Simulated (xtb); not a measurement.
C4H10Zn, singlet, from a rough starting geometry (GFN-xTB shapes and energies of metal compounds can be far from the true ones); GFN2-xTB run with xtb.

Input for xtb:
```
$ xtb mol.xyz --gfn 2 --opt vtight --json

# file mol.xyz
15

Zn    -0.10627515     0.05136839     0.28646634
C      1.58394424    -0.82313618     1.04856259
C      1.66316034    -2.31724595     0.77768442
H      1.65609442    -0.65944000     2.16059689
H      2.45711356    -0.38782610     0.63818677
H      1.75923716    -2.49665688    -0.27964054
H      0.80661284    -2.90932583     1.18685314
H      2.53669911    -2.80064140     1.23829929
C     -1.80561656     0.90795762    -0.67146811
C     -1.50948575     2.26849707    -1.18194202
H     -2.53719504     0.95513239     0.04812826
H     -2.12677478     0.36153567    -1.51344369
H     -0.69110414     2.28056739    -1.91567088
H     -1.18148859     2.97765386    -0.34569064
H     -2.35412700     2.78657246    -1.59323839
```

Task: Predict the main parts of the log of this xtb run.

Result: 
```
   ID    Z sym.   atoms
    1   30 Zn     1
    2    6 C      2, 3, 9, 10
    3    1 H      4-8, 11-15

           -------------------------------------------------
          |                Calculation Setup                |
           -------------------------------------------------

           -------------------------------------------------
          |                 G F N 2 - x T B                 |
           -------------------------------------------------

          ...................................................
          :                      SETUP                      :
          :.................................................:
          :  # basis functions                  30          :
          :  # atomic orbitals                  30          :
          :  # shells                           20          :
          :  # electrons                        28          :
          :  max. iterations                   250          :
          :  Hamiltonian                  GFN2-xTB          :
          :  restarted?                      false          :
          :  GBSA solvation                  false          :
          :  PC potential                    false          :
          :  electronic temp.          300.0000000     K    :
          :  accuracy                    1.0000000          :
          :  -> integral cutoff          0.2500000E+02      :
          :  -> integral neglect         0.1000000E-07      :
          :  -> SCF convergence          0.1000000E-05 Eh   :
          :  -> wf. convergence          0.1000000E-03 e    :
          :  Broyden damping             0.4000000          :
          :  net charge                          0          :
          :  unpaired electrons                  0          :
          ...................................................

 iter      E             dE          RMSdq      gap      omega  full diag
   1    -14.2511550 -0.142512E+02  0.760E+00    3.77       0.0  T
   2    -14.2983660 -0.472110E-01  0.280E+00    4.50       1.0  T
   3    -14.2906216  0.774440E-02  0.264E+00    3.53       1.0  T
   4    -14.3440803 -0.534587E-01  0.401E-01    3.87       1.0  T
   5    -14.3441256 -0.453149E-04  0.203E-01    3.91       1.0  T
   6    -14.3445149 -0.389332E-03  0.936E-02    3.91       1.0  T
   7    -14.3445996 -0.846996E-04  0.321E-02    3.91       1.0  T
   8    -14.3446000 -0.322159E-06  0.984E-03    3.91       2.6  T
   9    -14.3446009 -0.885323E-06  0.248E-03    3.91      10.4  T
  10    -14.3446009 -0.417392E-07  0.745E-04    3.91      34.6  T
  11    -14.3446009  0.132495E-09  0.284E-04    3.91      91.1  T

   *** convergence criteria satisfied after 11 iterations ***

         :::::::::::::::::::::::::::::::::::::::::::::::::::::
         ::                     SUMMARY                     ::
         :::::::::::::::::::::::::::::::::::::::::::::::::::::
         :: total energy             -14.130367067164 Eh    ::
         :: gradient norm              0.109171869344 Eh/a0 ::
         :: HOMO-LUMO gap              3.910724891182 eV    ::
         ::.................................................::
         :: SCC energy               -14.344595169341 Eh    ::
         :: -> isotropic ES            0.033770217272 Eh    ::
         :: -> anisotropic ES          0.005175299169 Eh    ::
         :: -> anisotropic XC          0.008784680146 Eh    ::
         :: -> dispersion             -0.006730221234 Eh    ::
         :: repulsion energy           0.214228102177 Eh    ::
         :: add. restraining           0.000000000000 Eh    ::
         :: total charge              -0.000000000000 e     ::
         :::::::::::::::::::::::::::::::::::::::::::::::::::::

      -----------------------------------------------------------
     |                   =====================                   |
     |                        A N C O P T                        |
     |                   =====================                   |
     |               Approximate Normal Coordinate               |
     |                Rational Function Optimizer                |
      -----------------------------------------------------------
      -----------------------------------------------------------
     |                   =====================                   |
     |                        A N C O P T                        |
     |                   =====================                   |
     |               Approximate Normal Coordinate               |
     |                Rational Function Optimizer                |
      -----------------------------------------------------------

          ...................................................
          :                      SETUP                      :
          :.................................................:
          :   optimization level         verytight          :
          :   max. optcycles                   300          :
          :   ANC micro-cycles                  20          :
          :   degrees of freedom                39          :
          :.................................................:
          :   RF solver                   davidson          :
          :   write xtbopt.log                true          :
          :   linear?                        false          :
          :   energy convergence         0.1000000E-06 Eh   :
          :   grad. convergence          0.2000000E-03 Eh/α :
          :   maxmium RF displ.          1.0000000          :
          :   Hlow (freq-cutoff)         0.1000000E-01      :
          :   Hmax (freq-cutoff)         5.0000000          :
          :   S6 in model hess.         20.0000000          :
          ...................................................

generating ANC from exact Hessian ...
Using Lindh-Hessian (1995)
 Shifting diagonal of input Hessian by    1.0151294367481203E-002
 Lowest  eigenvalues of input Hessian
[...]
 * total energy  :   -14.1427680 Eh     change       -0.1810806E-05 Eh
 * total energy  :   -14.1427701 Eh     change       -0.2087154E-05 Eh
 * total energy  :   -14.1427675 Eh     change        0.2549337E-05 Eh
 * total energy  :   -14.1427727 Eh     change       -0.5205593E-05 Eh
 * total energy  :   -14.1427734 Eh     change       -0.6975858E-06 Eh
 * total energy  :   -14.1427739 Eh     change       -0.5006881E-06 Eh
 * total energy  :   -14.1427749 Eh     change       -0.9772683E-06 Eh
 * total energy  :   -14.1427754 Eh     change       -0.4926980E-06 Eh
 * total energy  :   -14.1427761 Eh     change       -0.6896045E-06 Eh
 * total energy  :   -14.1427764 Eh     change       -0.2613212E-06 Eh
 * total energy  :   -14.1427765 Eh     change       -0.1197227E-06 Eh
 * total energy  :   -14.1427766 Eh     change       -0.9581553E-07 Eh
   *** GEOMETRY OPTIMIZATION CONVERGED AFTER 265 ITERATIONS ***
         :: total energy             -14.142776583211 Eh    ::
[...]
         :: add. restraining           0.000000000000 Eh    ::
         :: total charge               0.000000000000 e     ::
         :::::::::::::::::::::::::::::::::::::::::::::::::::::

           -------------------------------------------------
          |                Property Printout                |
           -------------------------------------------------

    * Orbital Energies and Occupations

         #    Occupation            Energy/Eh            Energy/eV
      -------------------------------------------------------------
         1        2.0000           -0.5940554             -16.1651
         2        2.0000           -0.5934445             -16.1484
         3        2.0000           -0.5488904             -14.9361
         4        2.0000           -0.5465702             -14.8729
         5        2.0000           -0.4877786             -13.2731
         6        2.0000           -0.4876251             -13.2690
         7        2.0000           -0.4855266             -13.2119
         8        2.0000           -0.4735820             -12.8868
         9        2.0000           -0.4488935             -12.2150
        10        2.0000           -0.4465452             -12.1511
        11        2.0000           -0.4266197             -11.6089
        12        2.0000           -0.4261054             -11.5949
        13        2.0000           -0.4247392             -11.5577
        14        2.0000           -0.3377231              -9.1899 (HOMO)
        15                         -0.2028288              -5.5193 (LUMO)
        16                         -0.0757722              -2.0619
        17                         -0.0175705              -0.4781
        18                          0.1362712               3.7081
        19                          0.1516127               4.1256
        20                          0.1635001               4.4491
        21                          0.1736410               4.7250
        22                          0.1821084               4.9554
        23                          0.1840590               5.0085
        24                          0.2042794               5.5587
        25                          0.2332203               6.3462
       ...                                ...                  ...
        30                          0.7281199              19.8132
      -------------------------------------------------------------
                  HL-Gap            0.1348943 Eh            3.6707 eV
             Fermi-level           -0.2702759 Eh           -7.3546 eV

     #   Z          covCN         q      C6AA      α(0)
     1  30 Zn       1.666     0.241   122.342    21.607
     2   6 C        3.636    -0.162    24.081     7.060
     3   6 C        3.768    -0.090    22.244     6.722
     4   1 H        0.925     0.025     2.655     2.548
     5   1 H        0.924     0.025     2.659     2.550
     6   1 H        0.924     0.026     2.641     2.542
     7   1 H        0.925     0.025     2.657     2.549
     8   1 H        0.924     0.029     2.596     2.520
     9   6 C        3.636    -0.162    24.081     7.061
    10   6 C        3.769    -0.089    22.244     6.721
    11   1 H        0.925     0.025     2.656     2.549
    12   1 H        0.924     0.025     2.657     2.549
    13   1 H        0.924     0.026     2.641     2.541
    14   1 H        0.924     0.025     2.658     2.550
    15   1 H        0.924     0.029     2.596     2.520

 Mol. C6AA /au·bohr⁶  :       2140.298888
 Mol. C8AA /au·bohr⁸  :      65319.102528
 Mol. α(0) /au        :         74.587190

Wiberg/Mayer (AO) data.
largest (>0.10) Wiberg bond orders for each atom

 ---------------------------------------------------------------------------
     #   Z sym  total        # sym  WBO       # sym  WBO       # sym  WBO
 ---------------------------------------------------------------------------
     1  30 Zn   1.585 --     2 C    0.685     9 C    0.685
     2   6 C    3.950 --     3 C    1.019     4 H    0.969     5 H    0.967
                             1 Zn   0.685     9 C    0.299
     3   6 C    3.998 --     2 C    1.019     7 H    0.981     6 H    0.980
                             8 H    0.977
     4   1 H    0.999 --     2 C    0.969
     5   1 H    0.999 --     2 C    0.967
     6   1 H    0.999 --     3 C    0.980
     7   1 H    0.999 --     3 C    0.981
     8   1 H    0.992 --     3 C    0.977
     9   6 C    3.950 --    10 C    1.019    11 H    0.969    12 H    0.967
                             1 Zn   0.685     2 C    0.299
    10   6 C    3.998 --     9 C    1.019    14 H    0.981    13 H    0.980
                            15 H    0.977
    11   1 H    0.999 --     9 C    0.969
    12   1 H    0.999 --     9 C    0.967
    13   1 H    0.999 --    10 C    0.980
    14   1 H    0.999 --    10 C    0.981
    15   1 H    0.992 --    10 C    0.977
 ---------------------------------------------------------------------------

Topologies differ in total number of bonds
Writing topology from bond orders to xtbtopo.mol

molecular dipole:
                 x           y           z       tot (Debye)
 q only:       -0.102       0.013       0.205
   full:       -0.044       0.005       0.088       0.250
molecular quadrupole (traceless):
                xx          xy          yy          xz          yz          zz
 q only:       -0.805       1.672      -0.686      -1.689       1.055       1.491
  q+dip:       -0.169       0.884       0.159      -0.238       0.416       0.010
   full:       -0.739       2.118      -0.115      -1.294       1.156       0.853

optimized geometry written to: xtbopt.xyz

           -------------------------------------------------
          | TOTAL ENERGY              -14.142776583211 Eh   |
          | GRADIENT NORM               0.000066887864 Eh/α |
          | HOMO-LUMO GAP               3.670659826839 eV   |
           -------------------------------------------------

normal termination of xtb
```
